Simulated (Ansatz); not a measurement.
`[BH2][AlH][SiH3]` + `O=C(O)O` → `O=C(O)O[SiH3]` + `[BH2][AlH2]` at 298.15 K and 1 bar (cleavage of the Si–Al bond).

Gas-phase electronic energies from Ansatz, PBE0-D4/def2-TZVP geometries. CCSD(T)/CBS adds triple-zeta CCSD(T) − MP2 to the extrapolated MP2 energy (def2 sets, frozen cores). This one scheme is used for every species. One conformer a species, not always the lowest.

```tsv
species	CCSD(T)/CBS energy (Eh)	H − E (kJ/mol)	S (J/(mol·K))
`[BH2][AlH][SiH3]`	-559.42478	152.3	343.5
`O=C(O)O`	-264.79774	117.5	262.7
`O=C(O)O[SiH3]`	-555.10886	163.1	321.3
`[BH2][AlH2]`	-269.14094	97.6	260.4
```

H − E and S are ideal-gas, rigid-rotor, harmonic terms from PBE0-D4/def2-TZVP, for one conformer and one mirror image of each species. 1 Eh = 2625.50 kJ/mol, R = 8.31446 J/(mol·K).

**Question.** By hand: ΔE, ΔH, ΔS and ΔG.

**Answer.** ΔE = (-555.10886) + (-269.14094) − (-559.42478) − (-264.79774) = -0.02728 Eh = -71.6 kJ/mol. Δ(H − E) = 163.1 + 97.6 − 152.3 − 117.5 = -9.1, so ΔH = -80.7 kJ/mol. ΔS = 321.3 + 260.4 − 343.5 − 262.7 = -24.5 J/(mol·K). ΔG = -80.7 − 298.15 × (-24.5)/1000 = -73.4 kJ/mol.

**Question.** By hand: the equilibrium constant, and the temperature at which ΔG would vanish if ΔH and ΔS stayed fixed.

**Answer.** log₁₀ K = −ΔG/(RT ln 10) = 12.9. ΔG = 0 at ΔH/ΔS = 3294 K, far beyond where these terms or the molecules hold.

ΔH outweighs TΔS. A doubt of 5 kJ/mol in ΔE shifts log₁₀ K by 0.9 here. Other conformers and mirror images would add mixing entropy, several J/(mol·K) or more a flexible species. Modes under 60 cm⁻¹, often nearly free rotors, make the harmonic entropy too high. These are equilibria of isolated gas molecules and say nothing of rates. Largest T1 diagnostic: 0.014 (customary marks: 0.02 for closed shells, 0.045 for open ones).
